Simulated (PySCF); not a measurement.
# Potential energy of ReF along the bond

Set-up: Re def2-TZVPP with ECP60, F def2-TZVPP; scalar-relativistic core potentials (PySCF 2.14). Energies in eV from Re (5d5 6s2) + F in their ground configurations at the same level. State: ⁷Σ⁺ (septet), unpaired electrons σ ↑↑, π ↑↑, δ ↑↑.

All columns are PBE0. A positive dipole means Re(−)F(+).

| R (Å) | E (eV) | μ (D) | Mulliken charge on Re (basis-dependent) | HOMO (eV) | LUMO (eV) | Mayer bond order | ⟨S²⟩ |
| --- | --- | --- | --- | --- | --- | --- | --- |
| 1.711 | -3.007 | 0.89 | 0.35 | -4.24 | -2.83 | 1.06 | 12.00 |
| 1.791 | -3.642 | 0.05 | 0.39 | -4.65 | -2.84 | 0.98 | 12.00 |
| 1.871 | -3.978 | -0.73 | 0.43 | -5.04 | -2.87 | 0.91 | 12.00 |
| 1.930 | -4.091 | -1.29 | 0.46 | -5.30 | -2.91 | 0.86 | 12.00 |
| 1.990 | -4.118 | -1.82 | 0.49 | -5.55 | -2.95 | 0.82 | 12.00 |
| 2.050 | -4.081 | -2.34 | 0.51 | -5.78 | -3.00 | 0.79 | 12.00 |
| 2.129 | -3.962 | -2.99 | 0.54 | -6.06 | -3.08 | 0.74 | 12.00 |
| 2.229 | -3.738 | -3.76 | 0.57 | -6.36 | -3.18 | 0.70 | 12.00 |
| 2.348 | -3.412 | -4.62 | 0.60 | -6.66 | -3.32 | 0.67 | 12.00 |
| 2.507 | -2.945 | -5.67 | 0.62 | -6.96 | -3.52 | 0.64 | 12.00 |

A fit through these points gives, at Re = 1.983 Å, μ = -1.76 D and dμ/dR = -8.82 D/Å; the reduced mass is 17.25 u.

Task: How strong is the fundamental in the double-harmonic approximation, I = 42.26·(dμ/dR)²/μred km/mol?

Result: I = 42.26·(-8.82)²/17.25 = 191 km/mol at PBE0.

The metal atom is held in its measured ground configuration; semilocal functionals can put another filling of s and d lower by some tenths of an eV, and De to that atom would be smaller. These are scalar-relativistic numbers at best; spin–orbit coupling would shift them, the dissociation energy most. The state is the lowest single determinant that the PBE0 search found; with open d or f shells the true ground state can be another one.
